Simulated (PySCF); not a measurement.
## Atomic charges by several schemes

Species: C6H14SSi.
Atom-mapped SMILES: `[CH2:1]=[CH:2][SiH2:3][C@H:4]([CH3:5])[S:6][CH2:7][CH3:8]` (hydrogens: H9, H10 on C1; H11 on C2; H12, H13 on Si3; H14 on C4; H15, H16, H17 on C5; H18, H19 on C7; H20, H21, H22 on C8)

Cartesian coordinates in Å at the GFN2-xTB level; atoms count from 1:
```
atom  x, y, z in Å
C1    -3.1673   -0.4866    1.7142
C2    -2.1752   -0.8733    0.9279
Si3   -1.8376   -0.1922   -0.7918
C4     0.0475    0.1137   -0.9243
C5     0.4708    0.7692   -2.2255
S6     0.8865   -1.5067   -0.7260
C7     2.4269   -0.9963    0.1164
C8     2.2244   -0.7676    1.6024
H9    -3.8673    0.2737    1.4080
H10   -3.3295   -0.9049    2.6963
H11   -1.5036   -1.6443    1.2878
H12   -2.5070    1.0995   -0.9950
H13   -2.2324   -1.1480   -1.8297
H14    0.3834    0.7182   -0.0798
H15    0.0057    1.7494   -2.3179
H16    1.5527    0.8957   -2.2736
H17    0.1633    0.1593   -3.0719
H18    3.1286   -1.8111   -0.0586
H19    2.7935   -0.1000   -0.3844
H20    3.1625   -0.4660    2.0654
H21    1.8766   -1.6814    2.0786
H22    1.4872    0.0136    1.7808
```

Density: PBE0/pcSseg-1 (PySCF); schemes: Mulliken, IAO, Hirshfeld and ESP-fitted. One conformer (not necessarily the lowest) at the GFN2-xTB geometry, without solvent, vibrations or thermal averaging.

Problem. Atoms with like bonding are taken together and averaged. At which atom do the 4 schemes differ most?

Solution. At C4: from -0.692 (Mulliken) to -0.078 e (ESP-fitted), 0.614 e apart.

Problem. For which atoms does the sign change between the 4 schemes (beyond +0.03 e in one, beyond −0.03 e in another)?

Solution. S6. Atomic charges aren't observables, and each scheme defines them in its own way.

Problem. Tabulate the Mulliken, IAO, Hirshfeld and ESP-fitted charges.

Solution. In e; atoms taken as equivalent share a row and are averaged (×n: the atom named and its like, n in all):

```csv
atom,environment,Mulliken,IAO,Hirshfeld,ESP-fitted
C1,terminal =CH2 carbon,-0.153,-0.278,-0.086,-0.357
C2,alkene CH carbon,-0.484,-0.418,-0.140,-0.256
Si3,SiH2 silicon,+0.740,+0.755,+0.326,+0.349
C4,sp3 carbon bound to sulfur,-0.692,-0.444,-0.111,-0.078
C5,methyl carbon,-0.188,-0.411,-0.129,-0.605
S6,sulfide sulfur,-0.018,+0.041,+0.004,-0.286
C7,sp3 carbon bound to sulfur,-0.368,-0.326,-0.067,+0.017
C8,methyl carbon,-0.258,-0.417,-0.124,-0.104
H9,vinylic hydrogen,+0.112,+0.142,+0.043,+0.170
H10,vinylic hydrogen,+0.118,+0.149,+0.048,+0.172
H11,vinylic hydrogen,+0.143,+0.160,+0.034,+0.146
H12,Si–H hydrogen,-0.092,-0.127,-0.079,-0.083
H13,Si–H hydrogen,-0.060,-0.121,-0.077,-0.037
H14,methine hydrogen,+0.176,+0.143,+0.036,+0.190
H15/H16/H17,methyl hydrogen,+0.120,+0.141,+0.038,+0.175
H18,methylene hydrogen,+0.156,+0.158,+0.046,+0.091
H19,methylene hydrogen,+0.147,+0.141,+0.040,+0.046
H20/H21/H22,methyl hydrogen,+0.120,+0.143,+0.040,+0.033
```

Mean size of the charges over all atoms: IAO 0.231 e, Mulliken 0.210 e, ESP-fitted 0.164 e, Hirshfeld 0.074 e. Each set sums to the total charge, 0, to within 0.001 e. The ESP scheme is a least-squares fit of atom-centred charges to the potential on four shells outside the van der Waals surface, with the total charge fixed. The Hirshfeld scheme divides the density at each point in proportion to the densities of the neutral, spherically averaged free atoms.

Some averages cover members that differ in this geometry: H20/H21/H22, ESP-fitted +0.017 to +0.054 e.

Problem. How closely do the schemes follow one another over all atoms?

Solution. Correlation coefficient and root-mean-square difference: IAO with Hirshfeld 0.97, 0.189 e; Mulliken with IAO 0.95, 0.089 e; Mulliken with Hirshfeld 0.91, 0.197 e; IAO with ESP-fitted 0.75, 0.185 e; Hirshfeld with ESP-fitted 0.74, 0.156 e; Mulliken with ESP-fitted 0.63, 0.223 e.

Problem. How many electrons does the Mulliken scheme count on C4?

Solution. Z − q = 6 − (-0.692) = 6.692.

Problem. Sum the charges by element, for elements with more than one atom.

Solution. 
```csv
element,atoms,Mulliken,IAO,Hirshfeld,ESP-fitted
C,6,-2.143,-2.294,-0.655,-1.382
H,14,+1.421,+1.498,+0.326,+1.319
```

These values come from a run that also computed NMR shieldings. Time: 2.5 min of wall time (grids of density and orbitals included); peak memory 1.1 GiB. Hardware: one thread of an Intel Xeon at 2.50 GHz, shared host with 64 logical CPUs at a one-minute load of 63.
